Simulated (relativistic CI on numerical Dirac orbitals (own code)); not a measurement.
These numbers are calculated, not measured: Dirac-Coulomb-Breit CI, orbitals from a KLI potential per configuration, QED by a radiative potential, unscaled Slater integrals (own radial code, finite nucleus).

The strongest absorption lines from the ground level of an ion, among the configurations computed and to levels below about 146 eV (vacuum wavelength in Å, gf): 108.05 (0.21), 173.26 (0.016), 190.05 (0.052), 199.74 (2.1), 227.18 (0.045), 250.05 (0.28), 294.21 (0.074), 341.02 (0.23).

Problem. Which ion is it?
A. Ru12+
B. Zr8+
C. Ru10+
D. Cd16+

Solution. A. Ru12+ has 32 electrons and the ground level 4s²4p² ³P0; the strongest line goes to 4s²4p4d ³D°1. The pattern of lines fixes the number of electrons, and along that sequence the line energies rise steadily with the charge (about as its square where n changes within one kind of shell, about linearly where n is kept but much faster in heavy ions where fine structure, which grows about as Z⁴, sets the gap, and irregularly where shells cross), which fixes Z. Configurations outside the model, such as inner-shell arrays, can give stronger lines. At this charge energies of transitions that change n are usually good to better than 1 %, and those within a shell (Δn = 0) to a few per cent.

LS names give the leading component of a level, which can be under half, so a name can repeat, a term be missing and a line seem to break the LS rules.
